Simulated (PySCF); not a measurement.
C₂H₁₀OSi₃, SMILES O[C@@H]1C[Si@H]([SiH3])[SiH2]1.

Geometry optimised at PBE-D3(BJ)/def2-SVP. The structure was generated by enumeration; whether it is a known compound was not checked. Other conformers were not sampled.

Two levels are set side by side: TDA-PBE/def2-SVPD (PySCF) and TDA-PBE0/def2-SVPD (PySCF). Vertical, same geometry. The lowest singlet is HOMO→LUMO 83 % with PBE and HOMO→LUMO 71 %, HOMO→LUMO+1 21 % with the other functional; states are paired by order. Differences are taken from unrounded values.

```tsv
quantity	TDA-PBE0	TDA-PBE	TDA-PBE minus TDA-PBE0
lowest singlet excitation (eV)	5.68	5.04	-0.64
lowest triplet excitation (TDA) (eV)	4.90	4.59	-0.32
```

Functionals without exact exchange tend to place singlet excitations lower, as here. Differences between two approximate levels are no errors against the true value.

Rough cost on one machine, each run with all the roots and properties that it gave: TDA-PBE0 against TDA-PBE about 3 times.
